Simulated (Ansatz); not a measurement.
`N[CH](F)[AlH][OH]` + H₂S → `[OH][AlH][SH]` + `NCF`  (ligand exchange at the Al–C bond)

Gas-phase electronic energies from Ansatz, PBE0-D4/def2-TZVP geometries. CBS: MP2 limit from def2 TZ/QZ plus the TZ coupled-cluster correction, frozen cores. This one scheme is used for every species. Functionals use def2-TZVPP. One conformer a species, not always the lowest.

Task: Is it downhill or uphill in electronic energy at CCSD(T)/CBS, and by how much? (Best estimate.)

Result: The calculation gave: Downhill: ΔE = -35.1 kcal/mol.

Task: What do these levels give: PBE-D4, ωB97X-V, ωB97M-V, B2PLYP, r2SCAN, MP2/def2-TZVPP? (An estimate is asked.)

Result: Ansatz gave: PBE-D4 -33.1, ωB97X-V -34.3, ωB97M-V -34.0, B2PLYP -35.1, r2SCAN -35.5, MP2/def2-TZVPP -36.4 kcal/mol.

Largest T1 diagnostic among the species: 0.013.

In def2-TZVPP, CCSD(T) changes the Hartree–Fock value by +3.5 kcal/mol (the triples alone add +0.3 kcal/mol) and MP2 by +2.2 kcal/mol. From PBE to PBE0 (25 % exact exchange), in def2-TZVPP and without D4, ΔE moves by −1.9 kcal/mol.
